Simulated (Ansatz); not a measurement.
`[CH3][GeH]([Cl])[Cl]` + NH₃ → `[CH3][GeH]([NH2])[Cl]` + HCl at 298.15 K and 1 bar (ligand exchange at a Ge–Cl bond).

Gas-phase electronic energies from Ansatz, PBE0-D4/def2-TZVP geometries. CCSD(T)/CBS adds triple-zeta CCSD(T) − MP2 to the extrapolated MP2 energy (def2 sets, frozen cores). This one scheme is used for every species. For Ge outer-core shells are correlated without core-valence functions, which leaves a few kJ/mol of doubt a bond. Scalar relativity is left out up to krypton. Each species was taken in one conformer, which may not be the lowest.

| species | CCSD(T)/CBS energy (Eh) | H − E (kJ/mol) | S (J/(mol·K)) |
| --- | --- | --- | --- |
| `[CH3][GeH]([Cl])[Cl]` | -3036.22487 | 144.5 | 346.1 |
| NH₃ | -56.50880 | 100.5 | 192.4 |
| `[CH3][GeH]([NH2])[Cl]` | -2632.32972 | 210.6 | 346.7 |
| HCl | -460.38127 | 26.6 | 186.8 |

H − E and S are ideal-gas, rigid-rotor, harmonic terms from PBE0-D4/def2-TZVP, for one conformer and one mirror image of each species. 1 Eh = 2625.50 kJ/mol, R = 8.31446 J/(mol·K).

Task: By hand: ΔE, ΔH, ΔS and ΔG.

Result: ΔE = (-2632.32972) + (-460.38127) − (-3036.22487) − (-56.50880) = 0.02268 Eh = 59.5 kJ/mol. Δ(H − E) = 210.6 + 26.6 − 144.5 − 100.5 = -7.8, so ΔH = 51.7 kJ/mol. ΔS = 346.7 + 186.8 − 346.1 − 192.4 = -5.0 J/(mol·K). ΔG = 51.7 − 298.15 × (-5.0)/1000 = 53.2 kJ/mol.

Task: By hand: the equilibrium constant, and the temperature at which ΔG would vanish if ΔH and ΔS stayed fixed.

Result: log₁₀ K = −ΔG/(RT ln 10) = -9.3. ΔH and −TΔS have one sign here, so there is no such temperature.

The number of gas molecules stays the same, so ΔS is small and ΔH decides. A doubt of 5 kJ/mol in ΔE shifts log₁₀ K by 0.9 here. Other conformers and mirror images would add mixing entropy, several J/(mol·K) or more a flexible species. These are equilibria of isolated gas molecules and say nothing of rates. Largest T1 diagnostic: 0.010 (customary marks: 0.02 for closed shells, 0.045 for open ones).

ΔS is within the doubt of such terms, so its sign, and with it that verdict, could turn.
